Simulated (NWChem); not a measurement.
System: AlNH2Br2; SMILES [NH2][Al]([Br])[Br]

NWChem input:

```
start job
memory heap 200 mb stack 900 mb global 1100 mb
geometry units angstroms
  Al     0.580327    -0.177874     0.384420
  Br    -1.135035    -1.622906     0.255741
  Br     0.523805     1.811038    -0.658256
  N      2.009915    -0.617914     1.322360
  H      2.835876    -0.048654     1.446615
  H      2.141209    -1.483255     1.830965
end
basis spherical
  * library def2-svp
end
dft
  xc xpbe96 cpbe96
  disp vdw 4
  iterations 150
end
driver
  maxiter 120
end
task dft optimize
task dft freq
```

NWChem printed, in part:

```
             Northwest Computational Chemistry Package (NWChem) 7.3.0
             --------------------------------------------------------

 C2V symmetry detected

                             Geometry "geometry" -> ""
                             -------------------------

 Output coordinates in angstroms (scale by  1.889725989 to convert to a.u.)

  No.       Tag          Charge          X              Y              Z
 ---- ---------------- ---------- -------------- -------------- --------------
    1 Al                  13.0000     0.00000000     0.00000000     0.64853995
    2 Br                  35.0000    -1.96081055     0.00000000    -0.44775318
    3 Br                  35.0000     1.96081055     0.00000000    -0.44775318
    4 N                    7.0000     0.00000000     0.00000000     2.41406488
    5 H                    1.0000     0.81981093     0.00000000     3.00662462
    6 H                    1.0000    -0.81981093     0.00000000     3.00662462

 Effective nuclear repulsion energy (a.u.)     513.3713163576

      Symmetry information
      --------------------

 Group name             C2v
 Group number             16
 Group order               4
 No. of unique centers     4

                                Z-matrix (autoz)
                                --------

 Units are Angstrom for bonds and degrees for angles

      Type          Name      I     J     K     L     M      Value
      ----------- --------  ----- ----- ----- ----- ----- ----------
    1 Stretch                  1     2                       2.24647
    2 Stretch                  1     3                       2.24647
    3 Stretch                  1     4                       1.76552
    4 Stretch                  4     5                       1.01154
    5 Stretch                  4     6                       1.01154
    6 Bend                     1     4     5               125.85942
    7 Bend                     1     4     6               125.85942
    8 Bend                     2     1     3               121.58071
    9 Bend                     2     1     4               119.20964
   10 Bend                     3     1     4               119.20964
   11 Bend                     5     4     6               108.28116
   12 Torsion                  2     1     4     5         180.00000
   13 Torsion                  2     1     4     6           0.00000
   14 Torsion                  3     1     4     5           0.00000
   15 Torsion                  3     1     4     6         180.00000

  pbe96 is a nonlocal functional; adding pw91lda local functional.

                           NWChem Geometry Optimization
                           ----------------------------

 maximum gradient threshold         (gmax) =   0.000450
 rms gradient threshold             (grms) =   0.000300
 maximum cartesian step threshold   (xmax) =   0.001800
 rms cartesian step threshold       (xrms) =   0.001200
 fixed trust radius                (trust) =   0.300000
 source of zmatrix                         =   autoz

          -------------------
          Energy Minimization
          -------------------

 Using diagonal initial Hessian
 Scaling for Hessian diagonals: bonds = 1.00  angles = 0.25  torsions = 0.10

          --------
          Step   0

                                 NWChem DFT Module
                                 -----------------

 Summary of "ao basis" -> "ao basis" (spherical)
 ------------------------------------------------------------------------------
       Tag                 Description            Shells   Functions and Types
 ---------------- ------------------------------  ------  ---------------------
 Al                         def2-svp                 8       18   4s3p1d
 Br                         def2-svp                12       32   5s4p3d
 N                          def2-svp                 6       14   3s2p1d
 H                          def2-svp                 3        5   2s1p

      Symmetry analysis of basis
      --------------------------

        a1         42
        a2         13
        b1         33
        b2         18

[...]

      ----------------------
      Optimization converged
      ----------------------

  Step       Energy      Delta E   Gmax     Grms     Xrms     Xmax
  ---- ---------------- -------- -------- -------- -------- --------
@    5   -5445.15711891 -2.9D-07  0.00007  0.00003  0.00015  0.00030
                                     ok       ok       ok       ok

                                Z-matrix (autoz)
                                --------

 Units are Angstrom for bonds and degrees for angles

      Type          Name      I     J     K     L     M      Value     Gradient
      ----------- --------  ----- ----- ----- ----- ----- ---------- ----------
    1 Stretch                  1     2                       2.25955    0.00004
    2 Stretch                  1     3                       2.25955    0.00004
    3 Stretch                  1     4                       1.76778    0.00007
    4 Stretch                  4     5                       1.02213    0.00000
    5 Stretch                  4     6                       1.02213    0.00000
    6 Bend                     1     4     5               124.51029    0.00000
    7 Bend                     1     4     6               124.51029    0.00000
    8 Bend                     2     1     3               120.74282    0.00003
    9 Bend                     2     1     4               119.62859   -0.00001
   10 Bend                     3     1     4               119.62859   -0.00001
   11 Bend                     5     4     6               110.97942   -0.00000
   12 Torsion                  2     1     4     5         180.00000    0.00000
   13 Torsion                  2     1     4     6           0.00000    0.00000
   14 Torsion                  3     1     4     5           0.00000    0.00000
   15 Torsion                  3     1     4     6         180.00000    0.00000

                         Geometry "geometry" -> "geometry"
                         ---------------------------------

 Output coordinates in angstroms (scale by  1.889725989 to convert to a.u.)

  No.       Tag          Charge          X              Y              Z
 ---- ---------------- ---------- -------------- -------------- --------------
    1 Al                  13.0000     0.00000000     0.00000000     0.65882579
    2 Br                  35.0000    -1.96411124     0.00000000    -0.45824140
    3 Br                  35.0000     1.96411124     0.00000000    -0.45824140
    4 N                    7.0000     0.00000000     0.00000000     2.42660640
    5 H                    1.0000     0.84226108     0.00000000     3.00569916
    6 H                    1.0000    -0.84226108     0.00000000     3.00569916

 Effective nuclear repulsion energy (a.u.)     511.2400991354

      Symmetry information
      --------------------

 Group name             C2v
 Group number             16
 Group order               4
 No. of unique centers     4

[...]

 Rotational Constants
 --------------------
 A=   0.116448 cm-1  (  0.167539 K)
 B=   0.027277 cm-1  (  0.039245 K)
 C=   0.022100 cm-1  (  0.031796 K)

 Temperature                      =   298.15K
 frequency scaling parameter      =   1.0000

 Zero-Point correction to Energy  =   17.159 kcal/mol  (  0.027345 au)
 Thermal correction to Energy     =   21.147 kcal/mol  (  0.033699 au)
 Thermal correction to Enthalpy   =   21.739 kcal/mol  (  0.034643 au)

 Total Entropy                    =   83.267 cal/mol-K
   - Translational                =   41.807 cal/mol-K (mol. weight = 202.8333)
   - Rotational                   =   28.130 cal/mol-K (symmetry #  =        2)
   - Vibrational                  =   13.329 cal/mol-K

 Cv (constant volume heat capacity) =   19.321 cal/mol-K
   - Translational                  =    2.979 cal/mol-K
   - Rotational                     =    2.979 cal/mol-K
   - Vibrational                    =   13.362 cal/mol-K

[normal modes left out]

 ----------------------------------------------------------------------------
 Normal Eigenvalue ||           Projected Infra Red Intensities
  Mode   [cm**-1]  || [atomic units] [(debye/angs)**2] [(KM/mol)] [arbitrary]
 ------ ---------- || -------------- ----------------- ---------- -----------
    1       -0.000 ||    0.000169           0.004         0.164       0.047
    2       -0.000 ||    0.000179           0.004         0.175       0.050
    3       -0.000 ||    0.000003           0.000         0.003       0.001
    4       -0.000 ||    0.001604           0.037         1.563       0.445
    5       -0.000 ||    0.000152           0.004         0.149       0.042
    6        0.000 ||    0.000092           0.002         0.089       0.025
    7       98.718 ||    0.002424           0.056         2.363       0.673
    8      147.576 ||    0.001188           0.027         1.158       0.330
    9      187.180 ||    0.017628           0.407        17.185       4.892
   10      304.716 ||    0.012753           0.294        12.432       3.539
   11      356.628 ||    0.000000           0.000         0.000       0.000
   12      367.349 ||    0.153182           3.534       149.329      42.505
   13      472.141 ||    0.072485           1.672        70.662      20.113
   14      660.605 ||    0.168860           3.896       164.613      46.855
   15      841.167 ||    0.089758           2.071        87.500      24.906
   16     1461.916 ||    0.045623           1.053        44.476      12.660
   17     3507.193 ||    0.045398           1.047        44.256      12.597
   18     3603.535 ||    0.037195           0.858        36.259      10.321
 ----------------------------------------------------------------------------
```

Level: PBE-D3(BJ)/def2-SVP. This build's default masses of Se (78.918 u) and Br (79.917 u) are each other's, which moves their modes by up to 0.6 %.
